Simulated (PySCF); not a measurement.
Vertical excitations of a molecule C4H10Cd from TDDFT-CAM-B3LYP/def2-SVPD (PySCF), as energy in eV (oscillator strength): 4.88 (0.000), 4.89 (0.000), 5.84 (0.348), 6.61 (0.009), 6.89 (0.144), 6.92 (0.099), 7.37 (0.006), 7.54 (0.291), 7.80 (0.018), 7.88 (0.024). Lowest triplet (TDA): 4.67 eV. Geometry optimised at PBE0-D3(BJ)/def2-SVP. The def2 effective core potentials stand for the cores of Cd; spin–orbit coupling is left out. The values are those of a single conformer.

Problem. Which molecule gave these data?
(A) [CH3][Cd][CH](C)C
(B) C[CH2][Cd][CH2]C
(C) C[C](C)(C)[CdH]

Solution. B, C[CH2][Cd][CH2]C
